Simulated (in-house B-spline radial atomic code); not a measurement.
## Ionising Hg4+ with different functionals

Computed with a radial B-spline atomic code at the basis-set limit: scalar-relativistic (spin-free X2C) Hamiltonian, Fermi nucleus of rms radius 5.4648 fm, spin-polarised at highest spin, spherical fractional occupations for the functionals, and exact exchange of hybrids averaged over the configuration. The ionisation energy is the difference of two self-consistent energies, [Xe] 4f14 5d8 → [Xe] 4f14 5d7, without Breit or QED terms; ε is the level of the shell that loses the electron (its least bound occupied spin orbital). There is no spin-orbit coupling in this Hamiltonian.

| method | rung | ΔSCF (eV) | -ε(5d) (eV) |
| --- | --- | --- | --- |
| PBE0 | global hybrid | ? | ? |
| B3LYP | global hybrid | ? | ? |
| TPSSh | global hybrid | 63.67 | 57.06 |
| BHandHLYP | global hybrid | 63.52 | 60.31 |
| r2SCAN0 | global hybrid | 63.72 | 58.45 |
| B97-1 | global hybrid | 63.76 | 58.06 |
| HSE06 | range-separated hybrid | 63.66 | 57.92 |
| wB97X | range-separated hybrid | 63.50 | 60.84 |
| CAM-B3LYP | range-separated hybrid | 63.77 | 59.93 |
| LC-wPBE | range-separated hybrid | 63.63 | 61.24 |

(1) What does PBE0 give?

(2) What does B3LYP give?

(3) Among the functionals, which spreads more, the ΔSCF values or the orbital energies?

(4) How do they compare with the NIST value?

## Answers

(1) ΔSCF 63.71 eV, and -ε(5d) = 58.38 eV.

(2) ΔSCF 63.82 eV, and -ε(5d) = 58.04 eV.

(3) The orbital energies: ΔSCF values span about 0.32 eV and the orbital energies 4.18 eV; here energy differences depend much less on the functional than eigenvalues do.

(4) NIST lists 61.2 eV ± 0.2 (measured, ground level to ground level). Errors run from +2.30 to +2.62 eV. The correlated functionals all miss on the same side by more than they spread, so the cause is common to them (spin-orbit coupling, Breit-QED terms, multiplet and fine-structure energies, or a listed next ion that isn't the cheapest removal here) and closeness doesn't rank the functionals.
